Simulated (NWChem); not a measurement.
System: HfO2; SMILES [O]=[Hf]=[O]

The following NWChem deck was run.

```
start job
memory heap 200 mb stack 900 mb global 1100 mb
geometry units angstroms noautosym nocenter noautoz
  Hf     0.000000     0.000000     0.225196
  O      1.430323     0.000000    -0.832414
  O     -1.430323     0.000000    -0.832414
end
basis spherical
  * library def2-svpd
end
ecp
  Hf library def2-ecp
end
dft
  xc xpbe96 cpbe96
  iterations 150
end
property
  response 1 0.0
end
task dft property
```

Parts of the log:

```
             Northwest Computational Chemistry Package (NWChem) 7.3.0
             --------------------------------------------------------

                             Geometry "geometry" -> ""
                             -------------------------

 Output coordinates in angstroms (scale by  1.889725989 to convert to a.u.)

  No.       Tag          Charge          X              Y              Z
 ---- ---------------- ---------- -------------- -------------- --------------
    1 Hf                  72.0000     0.00000000     0.00000000     0.22519600
    2 O                    8.0000     1.43032300     0.00000000    -0.83241400
    3 O                    8.0000    -1.43032300     0.00000000    -0.83241400

 Effective nuclear repulsion energy (a.u.)     354.5362169033

                                 NWChem DFT Module
                                 -----------------

 Summary of "ao basis" -> "ao basis" (spherical)
 ------------------------------------------------------------------------------
       Tag                 Description            Shells   Functions and Types
 ---------------- ------------------------------  ------  ---------------------
 Hf                        def2-svpd                13       35   6s4p2d1f
 O                         def2-svpd                 9       23   4s3p2d

            General Information
            -------------------
          SCF calculation type: DFT
          Wavefunction type:  closed shell.
          No. of atoms     :     3
          No. of electrons :    28
           Alpha electrons :    14
            Beta electrons :    14
          Charge           :     0
          Spin multiplicity:     1
          Use of symmetry is: off; symmetry adaption is: off
          Maximum number of iterations: 150
          AO basis - number of functions:    81
                     number of shells:    31
          Convergence on energy requested:  1.00D-06
          Convergence on density requested:  1.00D-05
          Convergence on gradient requested:  5.00D-04

              XC Information
              --------------
          PerdewBurkeErnzerhof Exchange Functional  1.000
            Perdew 1991 LDA Correlation Functional  1.000 local
           PerdewBurkeErnz. Correlation Functional  1.000 non-local

             Grid Information
             ----------------
          Grid used for XC integration:  medium
          Radial quadrature: Mura-Knowles
          Angular quadrature: Lebedev.
          Tag              B.-S. Rad. Rad. Pts. Rad. Cut. Ang. Pts.
          ---              ---------- --------- --------- ---------
          Hf                  1.55      123          10.0       590
          O                   0.60       49          11.0       434
          Grid pruning is: on
          Number of quadrature shells:   221
          Spatial weights used:  Erf1

      Superposition of Atomic Density Guess
      -------------------------------------

 Sum of atomic energies:        -201.32681440

      Non-variational initial energy
      ------------------------------

 Total energy =    -196.357755
 1-e energy   =    -420.922917
 2-e energy   =     155.609914
 HOMO         =      -0.458320
 LUMO         =      -0.146048

   convergence    iter        energy       DeltaE   RMS-Dens  Diis-err
 ---------------- ----- ----------------- --------- --------- ---------
 d= 0,ls=0.0,diis     1   -197.6541805719 -2.67D+02  7.89D-02  4.14D+00
 d= 0,ls=0.0,diis     2   -182.2003181584  1.55D+01  6.99D-02  7.72D+01
 d= 0,ls=0.0,diis     3   -198.2161125859 -1.60D+01  5.67D-03  4.74D-01
 d= 0,ls=0.0,diis     4   -198.2338289327 -1.77D-02  1.83D-03  1.99D-01
 d= 0,ls=0.0,diis     5   -198.2437747229 -9.95D-03  1.88D-03  1.37D-01
  Resetting Diis
 d= 0,ls=0.0,diis     6   -198.2571492662 -1.34D-02  8.63D-04  1.51D-02
 d= 0,ls=0.0,diis     7   -198.2587290539 -1.58D-03  2.38D-04  9.71D-05
 d= 0,ls=0.0,diis     8   -198.2587129638  1.61D-05  1.85D-04  2.61D-04
 d= 0,ls=0.0,diis     9   -198.2587229490 -9.99D-06  9.15D-05  1.66D-04
 d= 0,ls=0.0,diis    10   -198.2587409770 -1.80D-05  4.58D-06  2.98D-07
 d= 0,ls=0.0,diis    11   -198.2587410133 -3.62D-08  2.82D-07  2.13D-10

         Total DFT energy =     -198.258741013286
      One electron energy =     -425.235934114416
           Coulomb energy =      181.038488508671
    Exchange-Corr. energy =      -23.016543652132
 Nuclear repulsion energy =       68.955248244592

 Numeric. integr. density =       28.000006302648

                       DFT Final Molecular Orbital Analysis
                       ------------------------------------

 Vector   12  Occ=2.000000D+00  E=-2.491987D-01
              MO Center=  3.1D-05,  2.4D-08, -6.8D-01, r^2= 2.6D+00
   Bfn.  Coefficient  Atom+Function         Bfn.  Coefficient  Atom+Function
  ----- ------------  ---------------      ----- ------------  ---------------
    41      0.393421  2 O  py                64      0.393411  3 O  py
    20     -0.318863  1 Hf d -1              44      0.259061  2 O  py
    67      0.259054  3 O  py                 8     -0.126235  1 Hf py
    47      0.076895  2 O  py                70      0.076894  3 O  py
    17      0.048288  1 Hf py                29      0.032547  1 Hf f -3

 Vector   13  Occ=2.000000D+00  E=-2.415575D-01
              MO Center=  1.8D-05, -3.3D-08, -5.7D-01, r^2= 3.1D+00
   Bfn.  Coefficient  Atom+Function         Bfn.  Coefficient  Atom+Function
  ----- ------------  ---------------      ----- ------------  ---------------
     5      0.404261  1 Hf s                 40     -0.395773  2 O  px
    63      0.395767  3 O  px                 3     -0.328185  1 Hf s
    43     -0.232035  2 O  px                66      0.232032  3 O  px
    21      0.227308  1 Hf d  0              23      0.195723  1 Hf d  2
     2      0.190185  1 Hf s                 39     -0.124909  2 O  s

 Vector   14  Occ=2.000000D+00  E=-1.993168D-01
              MO Center=  6.3D-06,  5.7D-10, -8.1D-01, r^2= 2.8D+00
   Bfn.  Coefficient  Atom+Function         Bfn.  Coefficient  Atom+Function
  ----- ------------  ---------------      ----- ------------  ---------------
    42      0.442936  2 O  pz                65     -0.442935  3 O  pz
    45      0.294904  2 O  pz                68     -0.294903  3 O  pz
    16      0.207138  1 Hf px                 7     -0.176719  1 Hf px
    39     -0.172019  2 O  s                 62      0.172018  3 O  s
    22      0.108095  1 Hf d  1              40      0.088608  2 O  px

 Vector   15  Occ=0.000000D+00  E=-1.531238D-01
              MO Center=  1.4D-07,  1.9D-07,  7.7D-01, r^2= 3.6D+00
   Bfn.  Coefficient  Atom+Function         Bfn.  Coefficient  Atom+Function
  ----- ------------  ---------------      ----- ------------  ---------------
     5      0.591518  1 Hf s                  6      0.433930  1 Hf s
    23     -0.403636  1 Hf d  2               3     -0.349390  1 Hf s
    18      0.258566  1 Hf pz                 2      0.210275  1 Hf s
     4     -0.185042  1 Hf s                  9     -0.156568  1 Hf pz
    28     -0.120479  1 Hf d  2              21     -0.106456  1 Hf d  0

 Vector   16  Occ=0.000000D+00  E=-8.585988D-02
              MO Center=  2.4D-07, -3.2D-07,  7.5D-01, r^2= 3.6D+00
   Bfn.  Coefficient  Atom+Function         Bfn.  Coefficient  Atom+Function
  ----- ------------  ---------------      ----- ------------  ---------------
    20      0.636056  1 Hf d -1              17      0.324904  1 Hf py
    25      0.310140  1 Hf d -1              14      0.227290  1 Hf py
     8     -0.205572  1 Hf py                41      0.107305  2 O  py
    64      0.107305  3 O  py                44      0.096197  2 O  py
    67      0.096197  3 O  py                47      0.061564  2 O  py

 Vector   17  Occ=0.000000D+00  E=-7.984648D-02
              MO Center=  4.5D-07,  4.0D-08,  8.7D-01, r^2= 3.8D+00
   Bfn.  Coefficient  Atom+Function         Bfn.  Coefficient  Atom+Function
  ----- ------------  ---------------      ----- ------------  ---------------
    21      0.517793  1 Hf d  0              23      0.310073  1 Hf d  2
    26      0.310695  1 Hf d  0              18      0.265168  1 Hf pz
     6      0.263798  1 Hf s                 15      0.252586  1 Hf pz
     9     -0.225059  1 Hf pz                40      0.143644  2 O  px
    63     -0.143644  3 O  px                43      0.139868  2 O  px

     Multipole analysis of the density
     ---------------------------------

     L   x y z        total         alpha         beta         nuclear
     -   - - -        -----         -----         ----         -------
     0   0 0 0      0.000000    -14.000000    -14.000000     28.000000

     1   1 0 0      0.000010      0.000005      0.000005      0.000000
     1   0 1 0      0.000000      0.000000      0.000000      0.000000
     1   0 0 1      2.930724     11.496284     11.496284    -20.061845

     2   2 0 0    -32.611861    -74.752080    -74.752080    116.892299
     2   1 1 0     -0.000000     -0.000000     -0.000000      0.000000
     2   1 0 1     -0.000011     -0.000006     -0.000006      0.000000
     2   0 2 0    -19.549659     -9.774830     -9.774830      0.000000
     2   0 1 1     -0.000000     -0.000000     -0.000000      0.000000
     2   0 0 2    -24.196993    -32.980595    -32.980595     41.764197

 *** CALLING NEW AORESP DRIVER FOR CLOSED AND OPEN SHELLS ***
 Entering AOResponse driver routine

--------------------------------------------------------------------------------

          -----------------------------------------------
          Solving response equations for perturbing field
          -----------------------------------------------

 number of frequencies:     1
 frequency in a.u.:  0.0000000E+00
 Perturbing field: electric
 Using El. Dipole Length Gauge

 Setting up CPKS with frequency omega =      0.00000000 a.u.

 STATIC response

                                NWChem CPHF Module
                                ------------------

  scftype          =     RHF
  nclosed          =       14
  nopen            =        0
  variables        =      938
  # of vectors     =        3
  tolerance        = 0.10D-03
  level shift      = 0.00D+00
  max iterations   =       50
  max subspace     =       30

 SCF residual:    1.3117357802941179E-005

Iterative solution of linear equations
  No. of variables      938
  No. of equations        3
  Maximum subspace       30
        Iterations       50
       Convergence  1.0D-04

   iter   nsub   residual    time
   ----  ------  --------  ---------
     1      3    1.70D+01       5.4
     2      6    8.28D+00       6.2
     3      9    6.14D-01       7.1
     4     12    1.20D-01       8.0
     5     15    1.99D-02       8.8
     6     18    1.84D-03       9.7
     7     21    2.89D-04      10.5
     8     24    2.06D-05      11.4

 Electric Dipole Response Matrix (nonzero elements):

              1        2        3
    1   62.2643   0.0000   0.0000
    2    0.0000  29.1430   0.0000
    3    0.0000   0.0000  48.9444

 ------------------------------------------
 average:        46.78391 + I       0.00000

 DFT Linear Response polarizability / au
 Frequency  =       0.0000000 / au
              X              Y              Z
 -----------------------------------------------
 X      62.2642932      0.0000001      0.0000388
 Y       0.0000001     29.1430196      0.0000010
 Z       0.0000388      0.0000010     48.9444186
 -----------------------------------------------
 Eigenvalues =      62.2642932     29.1430196     48.9444186
 Isotropic   =      46.7839105
 Anisotropic =      28.8663578
 -----------------------------------------------

 Magnetic Dipole Response Matrix (nonzero elements):

 Exiting AOResponse driver routine
```

Level: PBE/def2-SVPD with def2 effective core potentials on Hf. All runs use the structure optimised with PBE0/def2-SVP. def2 effective core potentials on Hf; no spin-orbit coupling.
